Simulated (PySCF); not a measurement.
# Correlation energy of F⁺ (fluorine, charge +1)

Starting occupation: [He] 2s1 2p4 3s1, 2s1/2 with m_j = +1/2, 2p1/2 with m_j = +1/2, 2p3/2 with m_j = -1/2, +1/2, +3/2, 3s1/2 with m_j = +1/2. Calculation: PySCF 2.14, in x2c-SVPall-2c with one added diffuse shell of s type (4s2p1d, 15 functions); X2C-1e with screened-nucleus spin-orbit coupling, Gaussian nucleus. Frozen: 1s2; 6 electrons correlated.

MP2 pair energies summed by pair of shells (mhartree):

```json
{"pair": "2p-2p", "energy": "-55.00", "share (%)": "78.6"}
{"pair": "2p-3s", "energy": "-8.83", "share (%)": "12.6"}
{"pair": "2p-2s", "energy": "-6.19", "share (%)": "8.8"}
```

Total MP2 correlation energy: -70.02 mhartree.

The GHF reference relaxed away from the jj start to a determinant that is no pure jj level (⟨S²⟩ = 6.00, ⟨J²⟩ = 12.00); the energies belong to that determinant.
